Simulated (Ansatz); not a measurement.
C₂H₂Cl₂FSi, SMILES `[CH]=C[Si](F)(Cl)Cl` radical. Total charge 0; spin multiplicity 2.

```xyz
8

C    -1.6848   -0.3246    0.6759
C    -0.6666   -0.7561   -0.0155
Si    0.8054    0.3289   -0.2451
F     0.5508    1.7052    0.4945
Cl    2.4772   -0.5044    0.5481
Cl    1.1390    0.7279   -2.2067
H    -1.9584    0.5726    1.2137
H    -0.6627   -1.7496   -0.4650
```

Question: List the harmonic frequencies (cm⁻¹, unscaled) at PBE0-D4/def2-TZVP in Ansatz. (Best estimate.)

Answer: Computed: 65, 152, 160, 177, 263, 272, 344, 518, 587, 652, 730, 865, 893, 934, 1159, 1649, 3122, 3252.

Question: Is this a minimum?

Answer: Yes, all 18 modes are real.

Question: Give the ideal-gas thermochemistry at 298.15 K and 1 bar (rigid rotor, harmonic oscillator; point group Cs, symmetry number 1).

Answer: Zero-point energy 94.5 kJ/mol; H(298) − E = 116.9 kJ/mol; entropy 374.3 J/(mol·K), of which translation 170.8, rotation 120.3, vibration 77.4, electronic 5.8; G(298) − E = 5.3 kJ/mol. Modes under 100 cm⁻¹ are hindered rotations or soft bends, so the harmonic entropy is rough.

Question: Rotational constants (cm⁻¹)?

Answer: 0.06376, 0.05812, 0.04092.
